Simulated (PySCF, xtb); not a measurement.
In(F)3 anion (F₃In), SMILES [F][In]([F])[F] (connectivity only; charge and spin as stated), charge -1, multiplicity 2.

Harmonic wavenumbers (cm⁻¹) from GFN2-xTB in xtb at its own minimum, in rising order: 26, 74, 74, 228, 228, 232.

Q: What does PySCF 2.14.0 with PBE-D3(BJ)/def2-SVPD give at its own minimum? (Estimate from the structure and the level; the computed values follow.)

A: 114, 114, 135, 430, 437, 437. Paired by order, the mean absolute difference is 135 cm⁻¹ and the zero-point energies are 1.2 and 2.4 kcal/mol.
